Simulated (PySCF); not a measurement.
Spin–spin coupling constants

Molfile (atoms numbered from 1):
```
C3H7F3GeO
     RDKit          3D

 15 14  0  0  0  0  0  0  0  0999 V2000
   -2.4541   -0.5240    0.6291 C   0  0  0  0  0  0  0  0  0  0  0  0
   -1.1241    0.1693    0.4570 C   0  0  0  0  0  0  0  0  0  0  0  0
   -0.4805   -0.3564   -0.6859 O   0  0  0  0  0  0  0  0  0  0  0  0
    1.0258    0.3469   -1.2924 Ge  0  0  0  0  0  4  0  0  0  0  0  0
    2.4649   -0.0152    0.0492 C   0  0  0  0  0  0  0  0  0  0  0  0
    2.6490   -1.3250    0.2408 F   0  0  0  0  0  0  0  0  0  0  0  0
    2.1680    0.5256    1.2427 F   0  0  0  0  0  0  0  0  0  0  0  0
    3.6372    0.5041   -0.3421 F   0  0  0  0  0  0  0  0  0  0  0  0
   -2.3070   -1.6077    0.7475 H   0  0  0  0  0  0  0  0  0  0  0  0
   -3.0903   -0.3604   -0.2534 H   0  0  0  0  0  0  0  0  0  0  0  0
   -2.9796   -0.1430    1.5177 H   0  0  0  0  0  0  0  0  0  0  0  0
   -1.2768    1.2623    0.3514 H   0  0  0  0  0  0  0  0  0  0  0  0
   -0.4979    0.0222    1.3571 H   0  0  0  0  0  0  0  0  0  0  0  0
    0.8974    1.8741   -1.4345 H   0  0  0  0  0  0  0  0  0  0  0  0
    1.3507   -0.3905   -2.5914 H   0  0  0  0  0  0  0  0  0  0  0  0
  1  2  1  0
  2  3  1  0
  3  4  1  0
  4  5  1  0
  5  6  1  0
  5  7  1  0
  5  8  1  0
  1  9  1  0
  1 10  1  0
  1 11  1  0
  2 12  1  0
  2 13  1  0
  4 14  1  0
  4 15  1  0
M  END
```

Indirect spin–spin couplings were computed at B3LYP/pcJ-1 (pcSseg-1 on Ge) (spin–dipole term only in couplings to heteroatoms) (PySCF 2.14) on a PBE0-D3(BJ)/def2-SVP structure, for the isolated molecule, without vibrational or relativistic corrections. Couplings are averaged over pairs made equivalent by symmetry, fast rotation or ring inversion, so a value needn't be that of the named pair in this geometry, while other rotamers aren't included; one pair stands for each set, and the list holds those of at least 1.5 Hz over up to four bonds, among pairs with at least one C or F or H atom (others weren't computed). One-bond C–F couplings come out tens of Hz too large with common functionals.

Isotopes: ¹³C, ¹⁹F, ¹H, ¹⁷O. Couplings to quadrupolar nuclei such as 17O and 33S are rarely resolved in practice.

| pair | bonds | J (Hz) |
| --- | --- | --- |
| C1, C2 | 1 | 41.9 |
| C1, H9 | 1 | ? |
| C2, O3 | 1 | 21.7 |
| C2, H12 | 1 | ? |
| C5, F6 | 1 | -400.0 |
| C1, O3 | 2 | -9.5 |
| C1, H12 | 2 | -1.9 |
| C2, H9 | 2 | -3.5 |
| O3, H12 | 2 | -3.4 |
| O3, H14 | 2 | ? |
| C5, H14 | 2 | 23.0 |
| F6, F7 | 2 | 80.9 |
| H9, H10 | 2 | -13.7 |
| H12, H13 | 2 | -9.8 |
| H14, H15 | 2 | ? |
| C2, H14 | 3 | ? |
| O3, H9 | 3 | -6.8 |
| F6, H14 | 3 | 7.2 |
| H9, H12 | 3 | ? |

**Question.** Estimate the withheld couplings, with signs.

**Answer.** 
- ¹J(C1,H9) = 133.6 Hz (bond length 1.100 Å, sp3 carbon)
- ¹J(C2,H12) = 144.2 Hz (bond length 1.109 Å, sp3 carbon)
- ²J(O3,H14) = -9.7 Hz (mean over equivalent pairs that range from -18.2 to -1.1 Hz in this conformer)
- ²J(H14,H15) = 28.2 Hz (angle at Ge4 115°)
- ³J(C2,H14) = 3.6 Hz (mean over equivalent pairs that range from 1.3 to 5.9 Hz in this conformer)
- ³J(H9,H12) = 8.0 Hz (mean over equivalent pairs that range from 2.2 to 15.8 Hz in this conformer)

Relativistic effects of the heavier atoms present are left out.
